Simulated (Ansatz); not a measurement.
All numbers were calculated with Ansatz.

C$_{3}$H$_{7}$NZn (`C=C[NH][Zn][CH3]`) at its PBE0-D4/def2-TZVP geometry, where that method's forces vanish. Charge 0, multiplicity 1.

```json
{"atom": "C1", "x (Å)": "1.607", "y (Å)": "-1.414", "z (Å)": "0.684"}
{"atom": "C2", "x (Å)": "1.098", "y (Å)": "-1.571", "z (Å)": "-0.544"}
{"atom": "N3", "x (Å)": "0.117", "y (Å)": "-0.815", "z (Å)": "-1.135"}
{"atom": "Zn4", "x (Å)": "-0.733", "y (Å)": "0.615", "z (Å)": "-0.357"}
{"atom": "C5", "x (Å)": "-1.644", "y (Å)": "2.118", "z (Å)": "0.426"}
{"atom": "H6", "x (Å)": "2.382", "y (Å)": "-2.073", "z (Å)": "1.048"}
{"atom": "H7", "x (Å)": "1.267", "y (Å)": "-0.629", "z (Å)": "1.356"}
{"atom": "H8", "x (Å)": "1.489", "y (Å)": "-2.380", "z (Å)": "-1.160"}
{"atom": "H9", "x (Å)": "-0.109", "y (Å)": "-1.116", "z (Å)": "-2.068"}
{"atom": "H10", "x (Å)": "-2.162", "y (Å)": "2.700", "z (Å)": "-0.339"}
{"atom": "H11", "x (Å)": "-2.380", "y (Å)": "1.787", "z (Å)": "1.160"}
{"atom": "H12", "x (Å)": "-0.932", "y (Å)": "2.777", "z (Å)": "0.928"}
```

(1) For each bond, give half the difference of the two atoms' forces along it (eV/Å; positive pushes the atoms apart) under PBE-D4, r2SCAN-D4, B3LYP-D4, ωB97M-V in def2-TZVPP. (An estimate is asked.)

## Answers

(1) The calculation gave: 
```tsv
bond	length (Å)	PBE-D4	r2SCAN-D4	B3LYP-D4	ωB97M-V
C1–C2	1.338	0.28	0.15	0.07	-0.10
C1–H6	1.080	0.01	-0.07	-0.09	-0.03
C1–H7	1.087	0.02	-0.06	-0.07	-0.03
C2–N3	1.373	0.10	0.17	0.18	0.34
C2–H8	1.090	0.01	-0.09	-0.15	-0.15
N3–Zn4	1.837	-0.07	-0.11	0.03	-0.05
N3–H9	1.006	0.23	0.04	-0.08	-0.09
Zn4–C5	1.924	-0.12	-0.08	0.10	0.01
C5–H10	1.092	0.13	0.01	-0.07	-0.05
C5–H11	1.092	0.12	0.01	-0.07	-0.05
C5–H12	1.092	0.13	0.01	-0.07	-0.05
```

B3LYP here is the variant with VWN-RPA as its local correlation; programs differ in this.
